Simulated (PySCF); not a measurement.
Electron correlation in O²⁺ (oxygen, charge +2)

[He] 2s2 2p2, high-spin 3P determinant. Computed with PySCF 2.14 in x2c-TZVPall (5s3p2d1f, 31 functions), with the spin-free X2C one-electron Hamiltonian (Gaussian nucleus). Frozen: 1s2; 4 electrons correlated.

MP2 pair energies summed by pair of shells (mhartree):

```csv
pair,energy,share (%)
2s-2p,-44.54,60.7
2s-2s,-21.52,29.3
2p-2p,-7.36,10.0
```

Total MP2 correlation energy: -73.42 mhartree.

Same-spin part -12.48 and opposite-spin part -60.94 mhartree; SCS-MP2 scales them by 1/3 and 6/5 to -77.29 mhartree.

```json
{"level": "CCSD", "correlation energy (mhartree)": "-95.21"}
{"level": "(T)", "correlation energy (mhartree)": "-1.28"}
{"level": "CCSD(T)", "correlation energy (mhartree)": "-96.49"}
```

Diagnostics: T1 = 0.0046, D1 = 0.0096, largest double amplitude 0.122.

Cost of the coupled-cluster step: 0.43 s of wall time on 1 thread of Neoverse-N1 (shared host), for 4 correlated electrons.

Iterations:

```
CC2 = 0
CCSD nocc = (np.int64(3), np.int64(1)), nmo = (30, 30)
frozen orbitals [[0], [0]]
max_cycle = 100
direct = 0
conv_tol = 1e-08
conv_tol_normt = 1e-06
diis_space = 8
diis_start_cycle = 0
Init t2, MP2 energy = -0.0734221777905589
Init E_corr(UCCSD) = -0.0734221777908182
cycle = 1  E_corr(UCCSD) = -0.0877266428033827  dE = -0.014304465  norm(t1,t2) = 0.036645
cycle = 2  E_corr(UCCSD) = -0.0920021758241435  dE = -0.00427553302  norm(t1,t2) = 0.016401
cycle = 3  E_corr(UCCSD) = -0.0952657668829923  dE = -0.00326359106  norm(t1,t2) = 0.00808672
cycle = 4  E_corr(UCCSD) = -0.0951935651759207  dE = 7.22017071e-05  norm(t1,t2) = 0.000796628
cycle = 5  E_corr(UCCSD) = -0.0952074746106483  dE = -1.39094347e-05  norm(t1,t2) = 9.42497e-05
cycle = 6  E_corr(UCCSD) = -0.0952043151587942  dE = 3.15945185e-06  norm(t1,t2) = 1.47707e-05
cycle = 7  E_corr(UCCSD) = -0.0952053956333139  dE = -1.08047452e-06  norm(t1,t2) = 3.24733e-06
cycle = 8  E_corr(UCCSD) = -0.0952051440161667  dE = 2.51617147e-07  norm(t1,t2) = 6.85039e-07
cycle = 9  E_corr(UCCSD) = -0.0952051598971868  dE = -1.58810202e-08  norm(t1,t2) = 7.83718e-08
cycle = 10  E_corr(UCCSD) = -0.0952051617337457  dE = -1.8365589e-09  norm(t1,t2) = 1.02783e-08
UCCSD converged
E(UCCSD) = -73.25129562291951  E_corr = -0.09520516173374571
UCCSD(T) correction = -0.0012826001062368
```
